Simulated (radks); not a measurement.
Species: Sn3+. Configuration: [Kr] 4d10 5s1 (the NIST ground configuration). Calculated with a radial shooting solver on a logarithmic mesh with Libxc functionals: Dirac Kohn-Sham, PBE, spin-unpolarised, spherical densities, finite nucleus; Fermi nuclear charge, rms radius 4.6519 fm.

Normalised radial functions P(r) = r R(r) (large component), r in bohr:

r	4p1/2
0.004086	0.0171
0.005407	0.0260
0.007154	0.0399
0.009465	0.0610
0.01252	0.0927
0.01657	0.1383
0.02175	0.1987
0.02878	0.2770
0.03808	0.3628
0.05038	0.4328
0.06666	0.4446
0.0882	0.3427
0.1167	0.0891
0.1544	-0.2804
0.2043	-0.6082
0.2703	-0.6507
0.3577	-0.2486
0.4732	0.4664
0.6262	1.0807
0.8285	1.2204
1.096	0.9000
1.45	0.4543
1.919	0.1532
2.539	0.0318
3.36	0.0036
4.445	0.0002
5.882	0.0000

4p1/2: eigenvalue -124.37 eV, 2 radial nodes at r = 0.126, 0.397 bohr, <r> = 0.865 bohr, 90 % of the charge inside 1.27 bohr.
